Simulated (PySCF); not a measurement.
# Substituent chemical shifts

Parent skeleton `[CH:1]1=[CH:2][SiH2:3][CH:4]=[CH:5]1`; one hydrogen on atom 2 is replaced by X. Hydrogens on one atom are averaged.

Theoretical values (PySCF): geometry: GFN2-xTB, PBE0/pcSseg-1 with gauge-including orbitals. Non-relativistic Hamiltonian, averaged over atoms made equivalent by symmetry, fast rotation or ring inversion, one conformer, isolated molecule.

Shifts are taken against calculated references (same method and geometry level): ¹³C (σref 186.93), ²⁹Si (σref 349.16), ¹H (σref 31.72) vs TMS.

Parent (X = H): C1 156.7, C2 134.6, Si3 -46.1, C4 134.6, C5 156.7, H(C1) 7.35, H(Si3) 4.60, H(C4) 6.26, H(C5) 7.35 ppm. Effects are Δδ = δ(X) − δ(H), positive for deshielding.

(1) Order these by the shift of C2, most shielded first.
A. X = C(S)CH3
B. X = SCH3
C. X = allyl
D. X = SO3H
E. X = OSiH3
F. X = OCHF2

(2) Order these by the shift of C4, most shielded first.
A. X = allyl
B. X = OSiH3
C. X = OCHF2
D. X = CHCl2
E. X = OCOCH3
F. X = C(S)CH3

Results:

(1) D (+13.3 ppm), C (+20.5 ppm), B (+25.3 ppm), A (+28.5 ppm), F (+37.6 ppm), E (+39.4 ppm).

(2) B (-18.0 ppm), C (-12.8 ppm), A (-1.4 ppm), E (+4.0 ppm), D (+5.8 ppm), F (+21.0 ppm).
